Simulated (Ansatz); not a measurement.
`C=CC[O][AlH2]` + `C[SiH2]O` → `C=C[SiH](C)O` + `C[O][AlH2]`  (formal exchange of groups at a C–C bond)

Calculated with Ansatz (gas phase, PBE0-D4/def2-TZVP geometries, no zero-point term in ΔE). CCSD(T)/CBS is the MP2 limit (def2-TZVPP, def2-QZVPP) plus CCSD(T) − MP2 in def2-TZVPP, frozen cores. This one scheme is used for every species. DFT in def2-TZVPP. Each species was taken in one conformer, which may not be the lowest.

Q: Is it downhill or uphill in electronic energy at CCSD(T)/CBS, and by how much? (Best estimate.)

A: Computed: Downhill: ΔE = -27.4 kJ/mol.

Q: What do these levels give: PBE-D4, r2SCAN, MP2/def2-TZVPP, CCSD/def2-TZVPP, CCSD(T)/def2-TZVPP, MP2/def2-QZVPP? (An estimate is asked.)

A: Computed: PBE-D4 -27.2, r2SCAN -28.4, MP2/def2-TZVPP -27.6, CCSD/def2-TZVPP -26.2, CCSD(T)/def2-TZVPP -26.6, MP2/def2-QZVPP -28.1 kJ/mol.

Largest T1 diagnostic among the species: 0.013.

In def2-TZVPP, CCSD(T) changes the Hartree–Fock value by −3.6 kJ/mol (the triples alone add −0.4 kJ/mol) and MP2 by −4.6 kJ/mol.
